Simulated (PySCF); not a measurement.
**Calculated NMR data**

- σ from GIAO-PBE0/pcSseg-1
- GFN2-xTB structure
- code: PySCF 2.14.0 with density-fitted response routines
- fast rotation and ring inversion assumed for equivalent nuclei, gas phase, non-relativistic, one conformer

Scale: TMS for 1H (31.72 ppm) and 13C (186.93 ppm) (reference shieldings calculated alike). Where no couplings were computed, multiplicities follow the n + 1 count of equivalent neighbours, and m marks all less simple cases (inequivalent or close neighbours, rings, F or P nearby). Shifts are as computed. Against solution values, carbons near 30 ppm lie about +3 ppm off and those near 130 ppm about +5 ppm. Of 1211 compounds with measured shifts, 218 miss one by over three times the rms of a fit or turn the order of signals round; such compounds aren't used in these exercises. OH and NH positions are gas-phase values without hydrogen bonding to other molecules.

Compound 1 (C6H8N2). 1H NMR (400 MHz, computed): δ 6.94 (m, 2H), 6.84 (m, 2H), 2.93 (br s, 4H). 13C{1H} NMR (computed): δ 138.9, 124.5, 119.5. Structure: o-phenylenediamine (SMILES C1=C(N)C(N)=CC=C1).

Compound 2 (C2H8O3Si). 1H NMR (400 MHz, computed): δ 5.15 (t, 1H), 3.45 (s, 3H), 3.03 (d, 2H), 2.03 (br s, 2H). 13C{1H} NMR (computed): δ 68.8 (CH2), 65.6 (CH3). Structure: `COC[SiH](O)O`.
